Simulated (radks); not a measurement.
Results of a calculation; reference values are marked as such.
Isoelectronic series with 9 electrons, all held in the configuration [He] 2s2 2p5, which need not be the ground one along the series. Level of theory: scalar-relativistic Kohn-Sham, PBE, spin-polarised, spherical densities, finite nucleus; open shells are filled with parallel spins first; Fermi nuclear charge, rms radius of each element as measured or else 0.836 A^(1/3) + 0.57 fm (a radial shooting solver on a logarithmic mesh with Libxc functionals). Total energies (hartree) and mean radii <r> (bohr):

| ion | E (hartree) | 2p down | 2p up |
|---|---|---|---|
| F | -99.75930 | 1.127 | 1.089 |
| Ne+ | -128.20606 | 0.8930 | 0.8757 |
| Mg3+ | -196.47735 | 0.6454 | 0.6385 |
| Al4+ | -236.29875 | 0.5687 | 0.5637 |
| Si5+ | -279.91448 | 0.5088 | 0.5050 |
| P6+ | -327.32953 | 0.4606 | 0.4576 |
| S7+ | -378.55004 | 0.4209 | 0.4184 |
| Cl8+ | -433.58303 | 0.3875 | 0.3855 |
| Ar9+ | -492.43636 | 0.3591 | 0.3574 |
| K10+ | -555.11860 | 0.3346 | 0.3332 |
| Ca11+ | -621.63897 | 0.3132 | 0.3120 |
| Sc12+ | -692.00739 | 0.2944 | 0.2934 |
| Ti13+ | -766.23448 | 0.2778 | 0.2768 |
| V14+ | -844.33150 | 0.2629 | 0.2621 |
| Cr15+ | -926.31027 | 0.2495 | 0.2488 |
| Mn16+ | -1012.18333 | 0.2374 | 0.2368 |
| Fe17+ | -1101.96395 | 0.2265 | 0.2258 |
| Co18+ | -1195.66590 | 0.2164 | 0.2159 |
| Ni19+ | -1293.30393 | 0.2073 | 0.2068 |
| Cu20+ | -1394.89270 | 0.1988 | 0.1984 |
| Zn21+ | -1500.44866 | 0.1910 | 0.1906 |
| Ga22+ | -1609.98809 | 0.1838 | 0.1834 |
| Ge23+ | -1723.52833 | 0.1771 | 0.1768 |
